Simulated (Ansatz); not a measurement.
Species: CClF$_{3}$, charge 0, singlet. CClF3 (chloro(trifluoro)methane, SMILES FC(F)(F)Cl).
B3LYP-D3(BJ)/def2-TZVP minimum from Ansatz (a quantum-chemistry and plane-wave program):
```
C
F 1 1.3301
F 1 1.3301 2 108.66
F 1 1.3301 2 108.66 3 -118.07
Cl 1 1.7698 2 110.27 3 120.96
```
Charge 0, spin multiplicity 1.

Hartree-Fock and MP2 correlation energies in hartree (Ansatz). UHF or UKS for unpaired electrons; spin-orbit terms are left out. Cores are frozen in correlated methods. No relativity.

| basis | X | E(HF) | E(corr, MP2) |
|---|---|---|---|
| cc-pV(T+d)Z | 3 | -795.83392 | -1.09523 |
| cc-pV(Q+d)Z | 4 | -795.86455 | -1.19574 |
| cc-pV(5+d)Z | 5 | -795.87249 | withheld |

**Question.** Fit E(corr) = E∞ + A/X³ to X = 3 and 4, predict X = 5, and compare with the run.

**Answer.** A = (-1.09523 - (-1.19574))/(1/27 - 1/64) = 4.6941; E∞ = -1.19574 - A/64 = -1.26909; at X = 5, E∞ + A/125 = -1.23153. The run gave -1.23805, 6.52 mEh below the prediction. The same form on X = 4 and 5 gives E∞ = -1.28244, 13.36 mEh below the first estimate.
